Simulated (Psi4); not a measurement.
C2ClO2Pt (SMILES [O+]#[C-]->[Pt+]([Cl])<-[C-]#[O+]), charge +1, singlet, at a GFN2-xTB geometry (such geometries of metal compounds can be far from the true shape) (the multiplicity is a formal guess) (core potentials on Pt).

The Psi4 input:
```
memory 2 GB

molecule mol {
1 1
  Pt   -0.100349   -0.078233    0.007090
  Cl   -1.702310   -1.327132    0.120268
  O     0.411658    2.551488   -1.398420
  C     0.315076    1.582711   -0.843089
  O     2.688103   -0.134894    1.179423
  C     1.679659   -0.027603    0.702162
}

set basis def2-sv(p)
set reference rks

energy('pbe0')
print_variables()
```

Task: What does this run give for the nuclear repulsion energy, total energy, number of basis functions?

Result: 
```json
{
  "nuclear_repulsion_energy": "324.6359 Eh",
  "total_energy": "-805.198872 Ha",
  "number_of_basis_functions": "99"
}
```
